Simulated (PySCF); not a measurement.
Correlation energy of Se³⁺ (selenium, charge +3)

[Ar] 3d10 4s2 4p1, 2P determinant. Calculation: PySCF 2.14, in aug-cc-pwCVDZ-PP with ECP10MDF; scalar relativity through the core potential. Frozen: 3s2 3p6 3d10; 3 electrons correlated.

```
  level  correlation energy (mhartree)
   CCSD                         -53.58
    (T)                          -0.48
CCSD(T)                         -54.06
  CCSDT                         -54.22
```

Diagnostics: T1 = 0.0072, D1 = 0.0173, largest double amplitude 0.095.

Cost of the coupled-cluster step: of the order of 0.8 core-seconds, for 3 correlated electrons.
